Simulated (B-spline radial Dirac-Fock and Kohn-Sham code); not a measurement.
# How the settings move the core levels of B

ΔSCF core binding energies without Breit or QED terms, calculated with an atomic code on a B-spline grid. Keys: rel is the Hamiltonian (dirac, or spin-free x2c and nr, where L3 and M5 stand for the whole 2p and 3d shells), method is hf or an exchange,correlation pair (spin-unpolarised, also for the hole states), nuc the nuclear model, radius_factor scales its radius, rmax is the box in bohr, h the logarithmic mesh step, order the B-spline order, points the quadrature points per cell, c_factor scales the speed of light, and damp, ndamp, maxit and tol steer the iteration. The run stops when the commutator error falls below 10·tol·max(1, Z/10), or the numerical noise floor, and the energy has settled to about 1e-8 Ha; the virial ratio is −V/T.

Base input:

```json
{"items": [{"Z": 5, "q": 0, "cfg": [[1, 0, 2], [2, 0, 2], [2, 1, 1]], "A": 11, "rrms": 2.406, "do": "settings", "holes": ["K", "L3", "M5"],
  "settings": [{"rel": "dirac", "method": "hf", "nuc": "fermi", "radius_factor": 1.0, "rmax": 45.0, "h": 0.3, "order": 8, "points": 10, "c_factor": 1.0, "maxit": 60, "damp": 0.5, "ndamp": 3, "tol": 1e-08}]}]}
```

The ground state converged in 10 iterations, with total energy -24.53655 Ha, virial ratio 1.99939 and highest orbital energy -8.43 eV. ΔSCF binding energies: K (1s) 200.9 eV. Holes are computed only in closed shells, and unreliable hole states are left out.

Changes from the base run:

```
                                 changed setting  Δ total energy (Ha)  Δ K (eV)  iterations
    radius_factor = 1.2; rmax = 30.0; damp = 0.0              0.00000      0.00           9
method = "pbe,pbe"; radius_factor = 1.2; h = 0.4             -0.06663     +6.21          10
                                    tol = 0.0001              0.00000      0.00           9
 radius_factor = 1.2; order = 6; c_factor = 10.0             +0.00742     -0.06           9
                                       order = 6              0.00000      0.00          10
                                     rmax = 30.0              0.00000      0.00          10
       order = 6; c_factor = 100.0; tol = 0.0001             +0.00749     -0.06           9
                                      rel = "nr"                    ?         ?           ?
                             radius_factor = 1.2              0.00000      0.00          10
                                     rmax = 25.0              0.00000      0.00          10
                                   nuc = "gauss"              0.00000      0.00          10
                                     rel = "x2c"             +0.00073     -0.02          10
```

Task: What does the change rel = "nr" do?

Result: The total energy moves by +0.00749 Ha and the binding energies by K -0.06 eV; the run takes 10 iterations.
